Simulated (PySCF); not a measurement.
PySCF input for Sn(OH)2(PH2)2 (H₆O₂P₂Sn), SMILES [PH2][Sn]([OH])([OH])[PH2], B3LYP-D3(BJ)/def2-SVP. Geometry optimised at B3LYP-D3(BJ)/def2-SVP. The structure was generated by enumeration; whether it is a known compound was not checked. The def2 effective core potentials stand for the cores of Sn; spin–orbit coupling is left out. Other conformers were not sampled.

```python
import numpy as np
from pyscf import gto, scf, dft, df
from pyscf.hessian import thermo

mol = gto.M(
    atom='''
    O     0.25997504    1.59382713    1.40000118
    Sn    0.00000000   -0.00000000    0.21612155
    O    -0.25997504   -1.59382713    1.40000117
    P     2.23037022   -0.10062361   -0.99294928
    P    -2.23037022    0.10062362   -0.99294928
    H    -0.49836875    1.73166958    1.98582864
    H     0.49836876   -1.73166960    1.98582864
    H     1.65419186   -0.83621710   -2.07686823
    H     1.97869043    1.16129841   -1.61776938
    H    -1.97869044   -1.16129841   -1.61776939
    H    -1.65419186    0.83621711   -2.07686822
    ''',
    basis='def2-SVP',
    ecp={'Sn': 'def2-svp'},
    charge=0,
    spin=0,
    max_memory=1600,
    verbose=3,
)
mf = dft.RKS(mol, xc='b3lyp').density_fit(auxbasis='def2-universal-jkfit')
mf.disp = 'd3bj'
mf.grids.level = 3
mf.conv_tol = 1e-11
mf.max_cycle = 100
mf.kernel()

# [left out here: the lines that compute and print the analytic Hessian (its translational invariance restored by hand, since the grid's response is missing), thermochemistry and intensities]
```

Output:

```
converged SCF energy = -1050.89292226983

WARN: DFTD3 does not support analytical Hessian, using finite difference


WARN: Mole.unit (angstrom) is changed to Bohr

Mode                                 0                   1                   2
Irrep
Freq [cm^-1]                       59.6573             67.2948             75.3056
Reduced mass [au]                   1.1070              2.0896              1.7788
Force const [Dyne/A]                0.0023              0.0056              0.0059
Char temp [K]                      85.8336             96.8222            108.3480
Normal mode                   x     y     z       x     y     z       x     y     z
       0   O                -0.00 -0.02  0.04   -0.02  0.00  0.03   -0.04  0.01 -0.03
       1  Sn                 0.00  0.00  0.00   -0.00  0.00  0.03   -0.00  0.00 -0.02
       2   O                -0.00 -0.02 -0.04    0.02 -0.00  0.03    0.04 -0.01 -0.03
       3   P                 0.00  0.02  0.00   -0.05 -0.00 -0.06    0.04 -0.01  0.06
       4   P                 0.00  0.02 -0.00    0.05  0.00 -0.06   -0.04  0.01  0.06
       5   H                -0.09  0.09 -0.11   -0.02 -0.02  0.04   -0.05  0.01 -0.04
       6   H                -0.09  0.09  0.11    0.02  0.02  0.04    0.05 -0.01 -0.04
       7   H                 0.10 -0.38  0.22   -0.06 -0.25  0.11    0.16 -0.32  0.20
       8   H                -0.21 -0.20 -0.37   -0.21 -0.14 -0.29   -0.07 -0.18 -0.25
       9   H                -0.21 -0.20  0.37    0.21  0.14 -0.29    0.07  0.18 -0.25
      10   H                 0.10 -0.38 -0.22    0.06  0.25  0.11   -0.16  0.32  0.20
Mode                                 3                   4                   5
Irrep
Freq [cm^-1]                      102.7122            121.3042            152.0681
Reduced mass [au]                   9.3331              4.8249              6.4907
Force const [Dyne/A]                0.0580              0.0418              0.0884
Char temp [K]                     147.7800            174.5297            218.7922
Normal mode                   x     y     z       x     y     z       x     y     z
       0   O                 0.00  0.02 -0.09   -0.14  0.03 -0.01    0.14 -0.02 -0.01
       1  Sn                -0.00 -0.05 -0.00   -0.00 -0.00  0.01   -0.03  0.00 -0.00
       2   O                 0.00  0.02  0.09    0.14 -0.03 -0.01    0.14 -0.02  0.01
       3   P                 0.01  0.08  0.00   -0.01 -0.06 -0.01   -0.02  0.00  0.05
       4   P                 0.01  0.08 -0.00    0.01  0.06 -0.01   -0.02  0.00 -0.05
       5   H                -0.00  0.07 -0.11   -0.18 -0.01 -0.06    0.21  0.03  0.07
       6   H                -0.00  0.07  0.11    0.18  0.01 -0.06    0.21  0.03 -0.07
       7   H                 0.07  0.03 -0.00   -0.09  0.09 -0.06    0.05 -0.03  0.04
       8   H                -0.11  0.06  0.01    0.12  0.02  0.11    0.01 -0.02  0.00
       9   H                -0.11  0.06 -0.01   -0.12 -0.02  0.11    0.01 -0.02 -0.00
      10   H                 0.07  0.03  0.00    0.09 -0.09 -0.06    0.05 -0.03 -0.04
Mode                                 6                   7                   8
Irrep
Freq [cm^-1]                      170.3679            195.7575            276.7274
Reduced mass [au]                   3.8785              1.1020              1.4397
Force const [Dyne/A]                0.0663              0.0249              0.0650
Char temp [K]                     245.1215            281.6515            398.1491
Normal mode                   x     y     z       x     y     z       x     y     z
       0   O                 0.03  0.09 -0.10   -0.03  0.03 -0.03    0.01 -0.04  0.05
       1  Sn                -0.00 -0.00  0.03    0.00 -0.00 -0.00    0.00 -0.00  0.01
       2   O                -0.03 -0.09 -0.10   -0.03  0.03  0.03   -0.01  0.04  0.05
       3   P                -0.02  0.01  0.01    0.01  0.01 -0.00    0.04  0.00 -0.03
       4   P                 0.02 -0.01  0.01    0.01  0.01  0.00   -0.04 -0.00 -0.03
       5   H                -0.01  0.26 -0.20    0.25 -0.40  0.44   -0.27  0.33 -0.40
       6   H                 0.01 -0.26 -0.20    0.25 -0.40 -0.44    0.27 -0.33 -0.40
       7   H                -0.04 -0.00  0.02    0.05 -0.12  0.06    0.04 -0.00 -0.02
       8   H                -0.05  0.01  0.01   -0.06 -0.06 -0.11    0.03 -0.00 -0.03
       9   H                 0.05 -0.01  0.01   -0.06 -0.06  0.11   -0.03  0.00 -0.03
      10   H                 0.04  0.00  0.02    0.05 -0.12 -0.06   -0.04  0.00 -0.02
Mode                                 9                  10                  11
Irrep
Freq [cm^-1]                      283.9885            322.1583            599.3583
Reduced mass [au]                   5.3401             10.4936             11.1208
Force const [Dyne/A]                0.2537              0.6417              2.3537
Char temp [K]                     408.5963            463.5141            862.3431
[...]
       4   P                -0.03 -0.01  0.00    0.00  0.02 -0.00   -0.00 -0.00 -0.00
       5   H                 0.03  0.04  0.02    0.04  0.06  0.04   -0.29 -0.54 -0.28
       6   H                -0.03 -0.04  0.02    0.04  0.06 -0.04    0.29  0.54 -0.28
       7   H                -0.60  0.06  0.30   -0.44  0.02  0.23   -0.04 -0.01  0.03
       8   H                 0.07 -0.01 -0.07    0.42 -0.01 -0.22    0.06  0.00 -0.02
       9   H                -0.07  0.01 -0.07    0.42 -0.01  0.22   -0.06 -0.00 -0.02
      10   H                 0.60 -0.06  0.30   -0.44  0.02 -0.23    0.04  0.01  0.03
Mode                                18                  19                  20
Irrep
Freq [cm^-1]                      831.8734           1096.4801           1098.0653
Reduced mass [au]                   1.0884              1.0380              1.0377
Force const [Dyne/A]                0.4438              0.7353              0.7372
Char temp [K]                    1196.8806           1577.5908           1579.8714
Normal mode                   x     y     z       x     y     z       x     y     z
       0   O                -0.04 -0.02  0.01    0.00  0.00  0.00    0.00  0.00 -0.00
       1  Sn                 0.01 -0.00  0.00   -0.00  0.00  0.00    0.00 -0.00  0.00
       2   O                -0.04 -0.02 -0.01    0.00  0.00 -0.00   -0.00 -0.00 -0.00
       3   P                -0.00 -0.00 -0.00   -0.01  0.01 -0.02    0.01 -0.01  0.02
       4   P                -0.00 -0.00  0.00   -0.01  0.01  0.02   -0.01  0.01  0.02
       5   H                 0.29  0.53  0.28   -0.01 -0.01 -0.01   -0.01 -0.01 -0.01
       6   H                 0.29  0.53 -0.28   -0.01 -0.01  0.01    0.01  0.01 -0.01
       7   H                 0.10 -0.02 -0.04    0.05 -0.42  0.26   -0.05  0.42 -0.26
       8   H                -0.00  0.01  0.02    0.15  0.23  0.40   -0.15 -0.23 -0.40
       9   H                -0.00  0.01 -0.02    0.15  0.23 -0.40    0.15  0.23 -0.40
      10   H                 0.10 -0.02  0.04    0.05 -0.42 -0.26    0.05 -0.42 -0.26
Mode                                21                  22                  23
Irrep
Freq [cm^-1]                     2367.3432           2368.9036           2381.2379
Reduced mass [au]                   1.0362              1.0362              1.0409
Force const [Dyne/A]                3.4215              3.4259              3.4774
Char temp [K]                    3406.0798           3408.3249           3426.0712
Normal mode                   x     y     z       x     y     z       x     y     z
       0   O                -0.00 -0.00 -0.00   -0.00  0.00  0.00   -0.00  0.00  0.00
       1  Sn                 0.00 -0.00  0.00    0.00 -0.00 -0.00   -0.00 -0.00 -0.00
       2   O                -0.00 -0.00  0.00    0.00 -0.00  0.00    0.00 -0.00  0.00
       3   P                 0.01 -0.00  0.02   -0.01  0.00 -0.02    0.00  0.02  0.00
       4   P                 0.01 -0.00 -0.02    0.01 -0.00 -0.02   -0.00 -0.02  0.00
       5   H                 0.00  0.00  0.00    0.00  0.00  0.00    0.00 -0.00  0.00
       6   H                 0.00  0.00 -0.00   -0.00 -0.00  0.00   -0.00  0.00  0.00
       7   H                -0.22 -0.31 -0.43    0.22  0.31  0.43   -0.15 -0.20 -0.29
       8   H                -0.06  0.35 -0.16    0.06 -0.35  0.16    0.10 -0.51  0.25
       9   H                -0.06  0.35  0.16   -0.06  0.35  0.16   -0.10  0.51  0.25
      10   H                -0.22 -0.31  0.43   -0.22 -0.31  0.43    0.15  0.20 -0.29
Mode                                24                  25                  26
Irrep
Freq [cm^-1]                     2382.1508           3816.7883           3817.7726
Reduced mass [au]                   1.0408              1.0670              1.0669
Force const [Dyne/A]                3.4799              9.1581              9.1625
Char temp [K]                    3427.3846           5491.5086           5492.9247
Normal mode                   x     y     z       x     y     z       x     y     z
       0   O                 0.00  0.00  0.00   -0.03  0.01  0.03   -0.03  0.01  0.03
       1  Sn                -0.00 -0.00 -0.00   -0.00 -0.00 -0.00    0.00  0.00 -0.00
       2   O                 0.00  0.00 -0.00   -0.03  0.01 -0.03    0.03 -0.01  0.03
       3   P                -0.00 -0.02 -0.00    0.00 -0.00  0.00    0.00  0.00 -0.00
       4   P                -0.00 -0.02  0.00    0.00 -0.00 -0.00   -0.00 -0.00 -0.00
       5   H                 0.00  0.00  0.00    0.53 -0.11 -0.42    0.53 -0.11 -0.42
       6   H                 0.00  0.00 -0.00    0.53 -0.11  0.42   -0.53  0.11 -0.42
       7   H                 0.16  0.20  0.30   -0.00  0.00 -0.00   -0.00  0.00 -0.00
       8   H                -0.10  0.51 -0.25   -0.00 -0.00  0.00    0.00 -0.00 -0.00
       9   H                -0.10  0.51  0.25   -0.00 -0.00 -0.00   -0.00  0.00 -0.00
      10   H                 0.16  0.20 -0.30   -0.00  0.00  0.00    0.00 -0.00 -0.00
temperature 298.1500 [K]
pressure 101325.00 [Pa]
Rotational constants [GHz] 2.07799 1.21392 1.06316
Symmetry number 2
Zero-point energy (ZPE) 0.06061 [Eh]   159121.575 [J/mol]
                           tot       elec      trans        rot        vib
Entropy [J/mol/K]       433.261      0.000    175.940    116.298    141.024
Cv [J/mol/K]            142.293      0.000     12.472     12.472    117.350
Cp [J/mol/K]            150.607      0.000     20.786     12.472    117.350
Internal energy [J/mol]                      3718.434   3718.434 180064.515
Internal energy [Eh]   -1050.82151  -1050.89292
Enthalpy [J/mol]                             6197.391   3718.434 180064.515
Enthalpy [Eh]          -1050.82056
Gibbs free energy [J/mol]                  -46259.048 -30955.794 138018.276
Gibbs free energy [Eh] -1050.86976
static polarisability / bohr^3: [[122.03   -0.289  -0.   ]
 [ -0.287  74.428  -0.   ]
 [  0.      0.     83.991]]
largest difference of analytic and finite-field dipole derivatives / e: 0.0008502107568513217
mode   freq/cm-1   IR/(km/mol)   Raman/(A^4/amu)   depolarisation
   1       59.66         3.439             0.136            0.750
   2       67.29         0.593             5.991            0.592
   3       75.31         2.086             4.835            0.661
   4      102.71         2.312             0.959            0.750
   5      121.30         0.342             2.264            0.612
   6      152.07        15.095             3.958            0.750
   7      170.37         4.434             6.673            0.511
   8      195.76       115.027             0.275            0.750
   9      276.73        87.402             8.251            0.188
  10      283.99        38.204            56.351            0.144
  11      322.16        21.894             9.297            0.750
  12      599.36        78.133            18.033            0.017
  13      604.28        83.117             8.966            0.750
  14      618.83         3.821             1.517            0.750
  15      635.43         0.023             6.237            0.670
  16      660.11         0.903             5.261            0.741
  17      668.54         1.949             5.348            0.750
  18      828.55        16.710             0.872            0.354
  19      831.87       139.664             2.493            0.750
  20     1096.48         2.290            11.946            0.750
  21     1098.07        30.884            39.936            0.750
  22     2367.34         3.301             4.264            0.750
  23     2368.90        65.669           259.663            0.138
  24     2381.24         0.914            54.900            0.483
  25     2382.15        88.811           149.107            0.750
  26     3816.79        45.040           115.805            0.750
  27     3817.77        68.416           176.532            0.106
max |gradient| / (hartree/bohr): 8.995196596656164e-05
APT charges: [-0.8096  1.5547 -0.8096 -0.0496 -0.0496  0.2425  0.2425 -0.0796 -0.0811
 -0.0811 -0.0796]
```

Self-consistency was reached.

Cost: around 6 core-minutes (rough).
